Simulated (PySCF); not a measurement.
All numbers come from PBE/[Se def2-TZVP, O def2-TZVP], no relativity, density fitting, PySCF. Open shells, if any, are unrestricted.

Q: What shape and geometry does isolated singlet SeO3 take (every ligand bound to Se)?

A: Counting electrons, selenium keeps none of its valence electrons outside its bonds, so the VSEPR class is AX3 and the expected shape is trigonal planar (D3h), as computed. The lowest minimum found is a singlet of D3h symmetry with Se–O 1.619 Å (×3); O–Se–O 120.0° (×3). Its harmonic wavenumbers are 251 (a2''), 332 (e'), 874 (a1'), 986 (e') cm⁻¹ and its dipole moment is 0.00 D.
